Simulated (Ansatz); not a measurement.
Relaxed structures of BH3S2O, singlet (PBE0-D4/def2-TZVP; forces vanish, vibrations not checked; lower isomers may exist, and structures with a doubtful reference or unclear bonds are left out; Å). Computed with Ansatz 0.2.0 (basis: def2-TZVPP); correlated methods freeze the cores.

**Question.** Rank them by CCSD(T) energy, lowest first, and give each one's height above the lowest. Links in brackets join atoms within 1.22 times the sum of their covalent radii (1.1 for two metals). (An estimate is asked for; the value comes from the calculation.)
A.
BH₃S₂O ([OH][S][BH][SH])
```
7
angstrom
O 0.6348 -2.0063 0.2843
B -0.1633 0.5874 0.3404
S -0.3040 -0.9300 -0.5601
S -1.0672 2.0459 -0.1599
H -1.7027 1.5378 -1.2325
H 0.5380 0.6598 1.2985
H 1.5197 -1.9812 -0.0956
```
B.
BH₃S₂O ([OH][BH][S][SH])
```
7
angstrom
O -0.9459 1.8076 -0.0979
B -0.2583 0.7101 0.2829
S -0.4036 -0.8393 -0.6616
S 0.7663 -2.1513 0.4100
H -1.4993 1.7038 -0.8775
H 0.4429 0.7637 1.2446
H 1.8978 -1.9947 -0.3005
```
C.
a complex of H₂S₂ ([SH][SH]) + BHO ([B][OH])
```
7
angstrom
O -0.9048 1.8318 -0.5061
B -0.2682 2.4264 0.4404
S -0.6028 -1.2937 -1.1041
S 0.8564 -1.4470 0.3283
H -0.8428 0.8789 -0.7405
H -1.6606 -1.7135 -0.3811
H 1.2769 -2.6843 0.0055
```

**Answer.** By the calculation: B (0.000 eV), A (1.297 eV), C (2.871 eV). Heights count from the lowest.

T1 diagnostic: at most 0.015.

For scale, one of the runs: CCSD(T)/def2-TZVPP, 188 basis functions, launched by `ansatz run in.yaml --threads 2 --pin off --events-out ev --progress --plain --max-ram 4352MiB`. Hardware: 2 CPU threads of an Arm Neoverse V2, shared host. Wall time 58 s; peak host memory 1.9 GiB.
